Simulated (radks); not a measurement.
Trend from K to Kr: ionisation energy by Delta-SCF between NIST ground configurations, and size. Calculated with a radial shooting solver on a logarithmic mesh with Libxc functionals: scalar-relativistic Kohn-Sham, r2SCAN, spin-polarised, spherical densities, finite nucleus; open shells are filled with parallel spins first; meta-GGA in the generalised Kohn-Sham scheme; Fermi nuclear charge, rms radius of each element as measured or else 0.836 A^(1/3) + 0.57 fm.

| species | configuration | configuration of the ion | IE (eV) | NIST (eV) | kind | -e(HOMO) (eV) |
|---|---|---|---|---|---|---|
| K | [Ar] 4s1 | [Ar] | 4.269 | 4.341 | exp. | 2.595 (4s) |
| Ca | [Ar] 4s2 | [Ar] 4s1 | 5.832 | 6.113 | exp. | 3.832 (4s) |
| Sc | [Ar] 3d1 4s2 | [Ar] 3d1 4s1 | 6.185 | 6.561 | exp. | 3.418 (3d) |
| Ti | [Ar] 3d2 4s2 | [Ar] 3d2 4s1 | 6.426 | 6.828 | exp. | 4.243 (4s) |
| V | [Ar] 3d3 4s2 | [Ar] 3d4 | 5.553 | 6.746 | exp. | 4.362 (4s) |
| Cr | [Ar] 3d5 4s1 | [Ar] 3d5 | 7.355 | 6.767 | exp. | 3.871 (3d) |
| Mn | [Ar] 3d5 4s2 | [Ar] 3d5 4s1 | 6.946 | 7.434 | exp. | 4.556 (4s) |
| Fe | [Ar] 3d6 4s2 | [Ar] 3d6 4s1 | 7.652 | 7.902 | exp. | 4.501 (3d) |
| Co | [Ar] 3d7 4s2 | [Ar] 3d8 | 7.902 | 7.881 | exp. | 5.404 (4s) |
| Ni | [Ar] 3d8 4s2 | [Ar] 3d9 | 6.992 | 7.640 | exp. | 5.702 (4s) |
| Cu | [Ar] 3d10 4s1 | [Ar] 3d10 | 8.257 | 7.726 | exp. | 4.913 (3d) |
| Zn | [Ar] 3d10 4s2 | [Ar] 3d10 4s1 | 9.411 | 9.394 | exp. | 6.220 (4s) |
| Ga | [Ar] 3d10 4s2 4p1 | [Ar] 3d10 4s2 | 5.850 | 5.999 | exp. | 2.960 (4p) |
| Ge | [Ar] 3d10 4s2 4p2 | [Ar] 3d10 4s2 4p1 | 8.161 | 7.899 | exp. | 4.667 (4p) |
| As | [Ar] 3d10 4s2 4p3 | [Ar] 3d10 4s2 4p2 | 10.282 | 9.789 | exp. | 6.310 (4p) |
| Se | [Ar] 3d10 4s2 4p4 | [Ar] 3d10 4s2 4p3 | 9.285 | 9.752 | exp. | 5.573 (4p) |
| Br | [Ar] 3d10 4s2 4p5 | [Ar] 3d10 4s2 4p4 | 11.984 | 11.814 | exp. | 7.667 (4p) |
| Kr | [Kr] | [Ar] 3d10 4s2 4p5 | 14.435 | 14.000 | exp. | 9.651 (4p) |

Reference values: NIST Atomic Spectra Database (measured). Open shells are spherical and high-spin; term and fine-structure splittings are not resolved.
